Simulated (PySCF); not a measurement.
Li(Me) (CH3Li), SMILES [Li][CH3]. Coordinates come from a PBE0-D3(BJ)/def2-TZVPD optimisation. The isomer is the one that the SMILES or the coordinates give; other isomers of the formula were not compared.

Q: Give the equilibrium geometry at PBE0-D3(BJ)/def2-TZVPD (PySCF confirms it by a frequency run) as Cartesian coordinates in Å, and its point group. (The exact figures need the calculation; the answer reports its results.)

A: point group C3v.
```xyz
5

Li     0.0000     0.0000    -1.5784
C      0.0000     0.0000     0.3840
H      0.8773     0.5065     0.8104
H      0.0000    -1.0131     0.8104
H     -0.8773     0.5065     0.8104
```
Charge 0, spin multiplicity 1.
